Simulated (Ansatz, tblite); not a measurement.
Forces on the cluster Li3Sn⁺ at its PBE0-D4/def2-TZVP geometry. Total charge 1; singlet.

In the def2 sets Sn takes a core potential; there is no spin–orbit coupling. The xTB rows come from tblite. The restricted singlet is unstable towards broken spin symmetry at other levels; at BHLYP-D4/def2-TZVP this wasn't settled. The geometry of the singlet was relaxed on an unsound state (restricted singlet, unstable towards broken spin symmetry). The structure comes from a short search, and lower isomers may exist.

GFN1-xTB (tblite), largest force 0.75 eV/Å:

```xyz
4
positions Å, forces eV/Å
Li   -0.652    1.032    2.405    0.180   -0.285   -0.665
Li    2.402    0.546   -1.096   -0.664   -0.151    0.303
Li   -1.750   -1.579   -1.309    0.484    0.436    0.362
Sn    0.000    0.000    0.000    0.000    0.000    0.001
```

GFN2-xTB (tblite), largest force 0.12 eV/Å:

```
Li -0.029 0.046 0.106
Li 0.107 0.025 -0.049
Li -0.078 -0.070 -0.058
Sn 0.000 0.000 0.001
```

BHLYP-D4/def2-TZVP (Ansatz), largest force 0.02 eV/Å:

```
Li 0.006 -0.009 -0.021
Li -0.019 -0.004 0.009
Li 0.014 0.013 0.011
Sn -0.001 0.000 0.001
```
